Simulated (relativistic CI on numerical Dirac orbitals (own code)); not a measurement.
Calculated at this level of theory: Dirac-Coulomb-Breit CI, orbitals from a KLI potential per configuration, QED by a radiative potential, unscaled Slater integrals (own radial code, finite nucleus).

The strongest absorption lines from the ground level of an ion, among the configurations computed and to levels below about 183 eV (vacuum wavelength in nm, gf): 7.8947 (0.19), 14.001 (0.014), 15.283 (0.02), 16.340 (2), 18.041 (0.045), 20.283 (0.25), 23.149 (0.064), 27.181 (0.28).

**Question.** Which ion is it?
A. Ag XVI
B. Tc XII
C. Ag XIV
D. In XVIII

**Answer.** A. Ag XVI has 32 electrons and the ground level 4s2 4p2 3P_0; the strongest line goes to 4s2 4p 4d 3D°_1. The pattern of lines fixes the number of electrons, and along that sequence the line energies rise steadily with the charge (about as its square where n changes within one kind of shell, about linearly where n is kept but much faster in heavy ions where fine structure, which grows about as Z⁴, sets the gap, and irregularly where shells cross), which fixes Z. Configurations outside the model, such as inner-shell arrays, can give stronger lines. At this charge energies of transitions that change n are usually good to better than 1 %, and those within a shell (Δn = 0) to a few per cent.

LS names give the leading component of a level, which can be under half, so a name can repeat, a term be missing and a line seem to break the LS rules.
